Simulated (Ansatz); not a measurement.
```xyz
9

B     0.0223    1.8033   -1.2697
Ga   -0.7355    0.0291   -0.5529
Si    0.3864   -1.2533    1.1718
H    -0.2395    2.8564   -0.7609
H     0.7905    1.8399   -2.1890
H    -2.0817   -0.6074   -1.0702
H    -0.5043   -1.4037    2.3585
H     1.6608   -0.6421    1.6411
H     0.7011   -2.6224    0.6714
```

Charge 0, multiplicity 1.

(1) List the PBE0/def2-TZVPP orbital energies in eV (Ansatz). (An estimate is asked.)

Results:

(1) Ansatz gave: Occupied: -10147.04, -1802.31, -1252.95, -1109.13, -1109.03, -1109.01, -185.17, -151.15, -144.68, -104.18, -103.89, -103.84, -99.33, -99.33, -99.32, -23.24, -23.13, -23.10, -22.95, -22.92, -15.07, -14.27, -11.58, -10.01, -9.71, -9.71, -8.03, -7.21. Lowest empty: -2.27, -1.93, 0.71, 0.91, 1.29, 1.39, 2.06, 2.80.
